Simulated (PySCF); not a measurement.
A calculated (PBEsol, PySCF 2.14, dyall-av2z, no relativity, point nucleus) atom or ion has these occupied shells.

```csv
shell,electrons,orbital energy (eV),"rms radius, mean of both spins (bohr)"
1s α,1,-10795.2,0.0554
1s β,1,-10795.0,0.0554
2s α,1,-1336.9,0.232
2s β,1,-1336.8,0.232
2p α,3,-1190.6,0.205
2p β,3,-1190.5,0.205
3s α,1,-163.63,0.682
3s β,1,-163.43,0.682
3p α,3,-115.25,0.707
3p β,3,-115.01,0.707
3d α,5,-31.282,0.828
3d β,5,-30.825,0.828
4s α,1,-13.216,2.27
4p α,3,-5.379,2.95
```

Q: Name the element and its charge.

A: Ge (germanium, neutral), in [Ar] 3d10 4s1 4p3, high-spin 5S determinant (an excited configuration).
